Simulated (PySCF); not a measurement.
Calculation: B3LYP-D3(BJ)/def2-TZVP // BP86-D3(BJ)/def2-SVP in PySCF. Gas-phase values, no solvent. One relaxed conformer stands for a flexible species; it need not be the lowest. B3LYP has the VWN-RPA correlation part, as in Gaussian. 

Reference species: [Ti(NH2)4] (neutral, multiplicity 1).

```json
{
  "mean_distance_from_the_central_atom_to_its_bonded_neighbours": "1.899 Å",
  "coordination_number": "4"
}
```

Changed species: [Ti(NH2)(H)3] (3 of 4 NH2 replaced by H; the reference has 0 of 4 NH2 replaced by H).

Q: What does the change do to the mean distance from the central atom to its bonded neighbours and coordination number?

A: the mean distance from the central atom to its bonded neighbours decreases by 0.150 Å, to 1.749 Å; the coordination number stays essentially unchanged.
